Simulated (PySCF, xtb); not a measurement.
C2Fe, SMILES [C]1[C][Fe]1, multiplicity 5.

Harmonic wavenumbers (cm⁻¹) from xtb 6.7.1 with GFN2-xTB at its own minimum, in rising order: 358, 373, 1922.

Question: What does PySCF with B3LYP-D3(BJ)/def2-TZVP give at its own minimum? (An estimate is asked for; the answer gives what the named calculation found.)

Answer: 422, 576, 1748. Paired by order, the mean absolute difference is 147 cm⁻¹ and the zero-point energies are 3.8 and 3.9 kcal/mol.
